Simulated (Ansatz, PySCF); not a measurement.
Gas-phase reaction (SMILES): CO[Si](F)(OC)OC [fluoro(trimethoxy)silane] + F (HF) -> CO[Si](F)(F)OC + CO (CH4O) [methanol]; hydrogen fluoride cleaves one Si-O bond, a model of a ligand-exchange step.

Geometries: B3LYP-D3(BJ)/def2-TZVP minima from Ansatz (a first-principles code), one conformer each, not searched for the lowest. Cores are frozen in the correlated levels unless marked. No spin-orbit coupling. Non-relativistic. Basis-set limits of correlation are two-point, X^-3; Hartree-Fock from the larger set. The bracket is a focal-point correction in the basis named. Thermal terms are rigid-rotor harmonic-oscillator values from B3LYP-D3(BJ) frequencies (Ansatz or PySCF) at 298.15 K and 1 atm. 1 Eh = 627.5095 kcal/mol.

```csv
species,"E, RI-MP2/CBS(cc-pV(T+d)Z,cc-pV(Q+d)Z)+[CCSD(T)-MP2]/cc-pV(T+d)Z (Ansatz) (Eh)","E, wB97M-V/def2-TZVPD (Ansatz) (Eh)",H - E (Eh)
CO[Si](F)(OC)OC,-734.14983,-734.96795,0.14425
F (HF),-100.39237,-100.46200,0.01259
CO[Si](F)(F)OC,-718.94104,-719.72621,0.10233
CO (CH4O),-115.61425,-115.71687,0.05533
```

Q: Work out ΔE and ΔH at 298.15 K at the first level, then ΔH at the second.

A: 
1. ΔE = [(-718.94104) + (-115.61425)] - [(-734.14983) + (-100.39237)] = -0.01309 Eh = -8.2 kcal/mol at RI-MP2/CBS(cc-pV(T+d)Z,cc-pV(Q+d)Z)+[CCSD(T)-MP2]/cc-pV(T+d)Z.
2. The terms H - E add up to 0.00082 Eh, so ΔH = (-0.01309 + (0.00082))×627.5095 = -7.7 kcal/mol.
3. At wB97M-V/def2-TZVPD the same steps give ΔE = -8.2 and ΔH = -7.7 kcal/mol, a shift of +0.0 from the first level.
4. These values are not checked against measurement here, since the tables used lack a sound gas-phase enthalpy of formation for at least one species.
